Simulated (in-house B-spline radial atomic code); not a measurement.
Rh is squeezed into an impenetrable sphere of radius R (the orbitals vanish at R). Computed with an all-electron radial atomic-structure program (B-spline basis): scalar-relativistic (X2C) Hartree-Fock, spin-polarised, averaged over the determinants with the given up and down occupations, Fermi nucleus of rms radius 4.4945 fm.

Energies in eV above the free atom in [Kr] 4d8 5s1:

| R (bohr) | highest level (eV) | [Kr] 4d8 5s1 | [Kr] 4d8 5f1 | [Kr] 4d8 4f1 |
| --- | --- | --- | --- | --- |
| 7.26 | -6.28 | 0.2429 | 25.17 | 12.8 |
| 6.59 | -6.06 | 0.4824 | 29.26 | 14.7 |
| 4.66 | -3.21 | 4.128 | 50.72 | 25.55 |
| 3.96 | 0.839 | 10.25 | 67.82 | 34.75 |
| 3.51 | 6.27 | 19.55 | 86.56 | 45.3 |
| 2.9 | 22.6 | 52.22 | 136.1 | 75.71 |
| 2.48 | 48.6 | 113.8 | 211.9 | 127.8 |
| 2.25 | 74.3 | 183 | 288.9 | 185.1 |
| 1.84 | 164 | 473.7 | 588.3 | 427.4 |
| 1.22 | 663 | 2760 | 2794 | 2399 |

Question: Does [Kr] 4d8 5f1 fall below [Kr] 4d8 5s1 under compression?

Answer: No, it stays above over the whole range.

Question: Does [Kr] 4d8 4f1 fall below [Kr] 4d8 5s1 under compression?

Answer: Yes, between R = 2.25 and 1.84 bohr the order changes (near 2.23 bohr by linear interpolation).

The highest level is first positive in the row R = 3.96 bohr, pushed up by confinement above the zero of the free ion's potential. Each configuration is held fixed and needn't be the lowest in the sphere.
